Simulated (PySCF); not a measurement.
# First hyperpolarisability: SMILES CNc1ccc(Cl)cc1, C$_{7}$H$_{8}$ClN

Geometry:
| atom | x (Å) | y (Å) | z (Å) |
| --- | --- | --- | --- |
| C1 | 1.949 | 0.010 | 0.195 |
| N2 | 0.841 | -0.882 | 0.360 |
| C3 | -0.454 | -0.448 | 0.502 |
| C4 | -0.770 | 0.910 | 0.691 |
| C5 | -2.090 | 1.318 | 0.863 |
| C6 | -3.122 | 0.385 | 0.841 |
| Cl7 | -4.768 | 0.898 | 1.051 |
| C8 | -2.831 | -0.966 | 0.647 |
| C9 | -1.516 | -1.374 | 0.481 |
| H10 | 2.073 | 0.662 | 1.076 |
| H11 | 1.859 | 0.665 | -0.695 |
| H12 | 2.873 | -0.576 | 0.094 |
| H13 | 0.953 | -1.822 | 0.009 |
| H14 | 0.019 | 1.663 | 0.705 |
| H15 | -2.323 | 2.374 | 1.010 |
| H16 | -3.642 | -1.697 | 0.628 |
| H17 | -1.298 | -2.436 | 0.335 |

The calculation used quadratic response CAM-B3LYP/aug-cc-pVDZ first hyperpolarisability, Taylor convention, gas phase in PySCF. Geometry: PBE0-D3(BJ)/def2-SVP.

Task: Give β for the processes computed.

Result: In au, Taylor convention; the vector part is βᵢ = ⅓ Σⱼ (βᵢⱼⱼ + βⱼᵢⱼ + βⱼⱼᵢ); β∥ is 3/5 of the vector part along the dipole, the dipole points from − to +:
| process | λ (nm) | β vector norm | β∥ | β HRS | depolarisation ratio |
| --- | --- | --- | --- | --- | --- |
| static β(0;0,0) | ∞ | 236.8 | 127.8 | 121.1 | 3.05 |
| second harmonic β(−2ω;ω,ω) | 1907 | 256.8 | 138.9 | 130.3 | 3.10 |
| Pockels β(−ω;ω,0) | 1907 | 243.2 | 131.4 | – | – |
| second harmonic β(−2ω;ω,ω) | 1064 | 312.4 | 169.8 | 155.6 | 3.22 |
| Pockels β(−ω;ω,0) | 1064 | 258.4 | 139.7 | – | – |

Task: Which lowest excitations, dipole and polarisabilities go with it?

Result: S1 4.49 eV (f = 0.042); S2 4.73 eV (f = 0.003); S3 5.21 eV (f = 0.160); dipole 3.91 D; isotropic α 109.9 au static, 110.4 au at 1907 nm, 111.5 au at 1064 nm, 111.9 au at 953.5 nm, 117.0 au at 532 nm.
